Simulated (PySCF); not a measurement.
Compound: C7H7FO.
SMILES with atom numbers: `[F:1][C@H:2]1[CH2:3][O:4][C:5]2=[C:6]1[CH:7]=[CH:8][CH2:9]2` (hydrogens: H10 on C2; H11, H12 on C3; H13 on C7; H14 on C8; H15, H16 on C9)

A GFN2-xTB structure was refined with PBE/def2-SV(P) geometry optimisation, gas phase in PySCF 2.14.0. Its GFN2-xTB values:

```csv
coordinate,GFN2-xTB
F1–C2,1.389 Å
C2–C3,1.552 Å
C2–C6,1.490 Å
C2–H10,1.096 Å
C3–O4,1.434 Å
C3–H11,1.093 Å
C3–H12,1.093 Å
C5=C6,1.349 Å
C5–C9,1.484 Å
C6–C7,1.441 Å
C7=C8,1.344 Å
C7–H13,1.074 Å
C8–C9,1.507 Å
C8–H14,1.074 Å
C9–H15,1.091 Å
C9–H16,1.091 Å
C2–C6–C5,108.8°
C2–C6–C7,142.0°
C3–O4–C5,105.9°
O4–C5–C6,116.0°
O4–C5–C9,133.1°
C5–C6–C7,109.2°
C6–C5–C9,111.0°
C7–C8–C9,111.1°
F1–C2–C3–O4,117°
F1–C2–C6–C5,-115°
C2–C3–O4–C5,2°
C3–O4–C5–C6,0°
```

**Question.** How do these coordinates change at the PBE/def2-SV(P) level?

**Answer.** 
| coordinate | PBE/def2-SV(P) (Å or °) | change |
| --- | --- | --- |
| C7–H13 | 1.101 | +0.027 |
| C8–H14 | 1.100 | +0.026 |
| C9–H15 | 1.115 | +0.024 |
| C9–H16 | 1.115 | +0.024 |
| C7=C8 | 1.368 | +0.024 |
| C3–O4 | 1.458 | +0.024 |
| C6–C7 | 1.463 | +0.022 |
| C3–H11 | 1.112 | +0.019 |
| F1–C2 | 1.408 | +0.019 |
| C2–H10 | 1.113 | +0.017 |
| C3–H12 | 1.109 | +0.016 |
| C8–C9 | 1.523 | +0.016 |
| C5=C6 | 1.364 | +0.015 |
| C5–C9 | 1.496 | +0.012 |
| C2–C6 | 1.493 | +0.003 |
| C2–C3 | 1.555 | +0.003 |
| O4–C5–C9 | 131.3 | -1.8 |
| C3–O4–C5 | 104.3 | -1.6 |
| C2–C6–C7 | 143.4 | +1.4 |
| O4–C5–C6 | 117.0 | +1.0 |
| C5–C6–C7 | 108.2 | -1.0 |
| C2–C6–C5 | 107.9 | -0.9 |
| C7–C8–C9 | 110.3 | -0.8 |
| C6–C5–C9 | 111.7 | +0.7 |
| F1–C2–C3–O4 | 104 | -13 |
| C2–C3–O4–C5 | 13 | +11 |
| F1–C2–C6–C5 | -105 | +10 |
| C3–O4–C5–C6 | -5 | -5 |

The energy falls by 3.5 kcal/mol over 16 energy and gradient evaluations, the largest force component goes from 0.0185 to 3.4e-04 Eh/bohr, and the atoms move by 0.121 Å rms after alignment. Among the bonds, C7–H13 and C8–H14 change most and about equally (+0.026 to +0.027 Å). Bonds longer at the end by more than 0.005 Å: 14 of 17; shorter: 0. Among the dihedrals that turn most is F1–C2–C3–H11, from -124° to -138°. Rotational constants go from 3032, 1547, 1097 to 2978, 1524, 1104 MHz.

The run used 140 basis functions and 111 SCF cycles in all. Hardware: an Arm Neoverse V1 with one thread, shared host. Cost: 3.0 min, 0.59 GiB resident at most.

No frequency check. One conformer, not necessarily the lowest.
